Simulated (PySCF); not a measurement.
Compound: C5H9ClSi.
Geometry (PBE0-D3(BJ)/def2-SVP, Å), atoms numbered from 1 in this order:
```
atom  x, y, z in Å
Cl1    2.6729   -2.0728    2.9516
C2     3.3612   -1.4488    1.4149
C3     2.2800   -0.9454    0.4705
C4     1.3533   -2.0404   -0.0020
C5     0.0801   -2.0514    0.4178
C6    -0.4107   -0.9611    1.3343
Si7    1.0182    0.2785    1.2338
H8     4.0628   -0.6486    1.6883
H9     3.9335   -2.2809    0.9777
H10    2.8050   -0.4867   -0.3876
H11    1.7440   -2.8356   -0.6479
H12   -0.6009   -2.8541    0.1132
H13   -0.5605   -1.3473    2.3575
H14   -1.3768   -0.5458    1.0050
H15    0.7120    1.3651    0.2515
H16    1.4520    0.9087    2.5153
```

The calculation used PySCF 2.14.0, density-fitted response routines, TDDFT CAM-B3LYP/def2-SVPD, vertical, gas phase, core orbitals frozen in the response.

Transition dipole moments from the ground state, in atomic units and in the frame of the coordinates above (overall signs are arbitrary), for the states with f of 0.002 or more among the lowest 7:

```json
{"state": "S1", "E (hartree)": "0.2466", "μx": "-0.843", "μy": "0.041", "μz": "0.086"}
{"state": "S2", "E (hartree)": "0.2565", "μx": "0.051", "μy": "-0.098", "μz": "0.176"}
{"state": "S3", "E (hartree)": "0.2618", "μx": "-0.134", "μy": "0.125", "μz": "0.099"}
{"state": "S4", "E (hartree)": "0.2665", "μx": "-0.193", "μy": "-0.102", "μz": "0.057"}
{"state": "S5", "E (hartree)": "0.2702", "μx": "0.035", "μy": "-0.074", "μz": "-0.199"}
{"state": "S6", "E (hartree)": "0.2759", "μx": "-0.339", "μy": "0.015", "μz": "0.192"}
{"state": "S7", "E (hartree)": "0.2814", "μx": "-0.321", "μy": "-0.070", "μz": "-0.014"}
```

Problem. Work out the oscillator strengths.

Solution. f = (2/3) ΔE |μ|² with ΔE in hartree (27.2114 eV).

```
state  |μ|² (au)  |μ| (D)      f
   S1      0.719     2.16  0.118
   S2      0.043     0.53  0.007
   S3      0.043     0.53  0.008
   S4      0.051     0.57  0.009
   S5      0.046     0.55  0.008
   S6      0.152     0.99  0.028
   S7      0.108     0.83  0.020
```

Problem. Which bond between heavy atoms lies closest to the direction of the S1 transition dipole?

Solution. C4–C5, at 13° from it; next C3–Si7 and C6–Si7 at 43°.

Problem. What angle do the transition dipoles of S1 and S6 make?

Solution. |cos θ| = |μa·μb| / (|μa| |μb|) = 0.92, so θ ≈ 24° (taken between 0 and 90°, since the signs are arbitrary).

Problem. How is the summed strength of these states shared among x, y and z?

Solution. (2/3) Σ ΔE μα² gives 0.168 for x, 0.008 for y and 0.023 for z, 0.199 in all.

Problem. What peak molar absorption coefficient would the strongest computed level give as a lone Gaussian band 0.3 eV wide at half height?

Solution. ε(max) = 2.175×10⁸ f / FWHM, with the width in cm⁻¹. S1: 2.175×10⁸ × 0.1182 / 2420 ≈ 11000 L mol⁻¹ cm⁻¹.

The vertical ionisation energy (ΔSCF) is 9.29 eV, 1.63 eV above S7.

On one thread of an Intel Xeon Platinum 8259CL at 2.50 GHz, shared host with 96 logical CPUs at a one-minute load of 24, this took 3.6 min of wall time (with the writing of density and orbital grids) and 1.1 GiB of memory at its peak.

One conformer stands for the species.
